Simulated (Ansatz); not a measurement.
`[SiH3][Ga]1[O][SiH2][S]1`, relaxed with RKS PBE0-D4/def2-TZVP in the Gaussian-basis code of Ansatz from a GFN2-xTB geometry. The force threshold is 0.005 eV/Å; the program also tests the step.

Charge 0, multiplicity 1.

Start:

```xyz
10

Si    1.529    0.219   -1.911
Ga    0.083    0.688   -0.025
O    -0.547   -1.013    0.670
Si   -1.491   -0.477    1.845
S    -1.140    1.707    1.542
H     1.303    1.212   -2.978
H     1.230   -1.127   -2.424
H     2.944    0.290   -1.499
H    -2.910   -0.704    1.600
H    -1.000   -0.795    3.180
```

```json
{"step": "1", "energy (eV)": "-81082.8803", "largest force (eV/Å)": "1.291", "largest move (Å)": "0.000"}
{"step": "2", "energy (eV)": "-81083.0575", "largest force (eV/Å)": "0.982", "largest move (Å)": "0.136"}
{"step": "3", "energy (eV)": "-81083.1131", "largest force (eV/Å)": "0.253", "largest move (Å)": "0.054"}
{"step": "4", "energy (eV)": "-81083.1514", "largest force (eV/Å)": "0.332", "largest move (Å)": "0.200"}
{"step": "5", "energy (eV)": "-81083.1615", "largest force (eV/Å)": "0.249", "largest move (Å)": "0.190"}
{"step": "6", "energy (eV)": "-81083.1687", "largest force (eV/Å)": "0.096", "largest move (Å)": "0.070"}
{"step": "7", "energy (eV)": "-81083.1697", "largest force (eV/Å)": "0.010", "largest move (Å)": "0.022"}
{"step": "8", "energy (eV)": "-81083.1698", "largest force (eV/Å)": "0.007", "largest move (Å)": "0.010"}
{"step": "9", "energy (eV)": "-81083.1698", "largest force (eV/Å)": "0.007", "largest move (Å)": "0.007"}
{"step": "10", "energy (eV)": "-81083.1698", "largest force (eV/Å)": "0.008", "largest move (Å)": "0.006"}
{"step": "11", "energy (eV)": "-81083.1699", "largest force (eV/Å)": "0.006", "largest move (Å)": "0.010"}
{"step": "13", "energy (eV)": "-81083.1700", "largest force (eV/Å)": "0.019", "largest move (Å)": "0.039"}
{"step": "15", "energy (eV)": "-81083.1701", "largest force (eV/Å)": "0.016", "largest move (Å)": "0.020"}
{"step": "17", "energy (eV)": "-81083.1701", "largest force (eV/Å)": "0.026", "largest move (Å)": "0.016"}
{"step": "19", "energy (eV)": "-81083.1703", "largest force (eV/Å)": "0.010", "largest move (Å)": "0.008"}
{"step": "21 (rejected)", "energy (eV)": "-81083.1702", "largest force (eV/Å)": "0.071", "largest move (Å)": "0.098"}
{"step": "23", "energy (eV)": "-81083.1705", "largest force (eV/Å)": "0.050", "largest move (Å)": "0.048"}
{"step": "25", "energy (eV)": "-81083.1707", "largest force (eV/Å)": "0.024", "largest move (Å)": "0.025"}
{"step": "27 (rejected)", "energy (eV)": "-81083.1706", "largest force (eV/Å)": "0.039", "largest move (Å)": "0.073"}
{"step": "29", "energy (eV)": "-81083.1709", "largest force (eV/Å)": "0.012", "largest move (Å)": "0.009"}
{"step": "31", "energy (eV)": "-81083.1709", "largest force (eV/Å)": "0.018", "largest move (Å)": "0.044"}
{"step": "33", "energy (eV)": "-81083.1709", "largest force (eV/Å)": "0.008", "largest move (Å)": "0.005"}
{"step": "35", "energy (eV)": "-81083.1710", "largest force (eV/Å)": "0.005", "largest move (Å)": "0.015"}
{"step": "37", "energy (eV)": "-81083.1710", "largest force (eV/Å)": "0.006", "largest move (Å)": "0.005"}
{"step": "38", "energy (eV)": "-81083.1710", "largest force (eV/Å)": "0.003", "largest move (Å)": "0.005"}
```

End:

```xyz
10

Si    1.558    0.247   -1.953
Ga    0.027    0.223   -0.122
O    -0.418   -1.183    0.971
Si   -1.489   -0.372    1.921
S    -1.350    1.572    0.977
H     1.581    1.601   -2.559
H     1.118   -0.751   -2.961
H     2.911   -0.107   -1.453
H    -2.867   -0.917    1.834
H    -1.071   -0.312    3.344
```

Hardware: 2 threads of an AMD EPYC 7R13 on a shared host and a share of an NVIDIA H100 80 GB. Wall time 87 s, peak host memory 0.95 GiB.
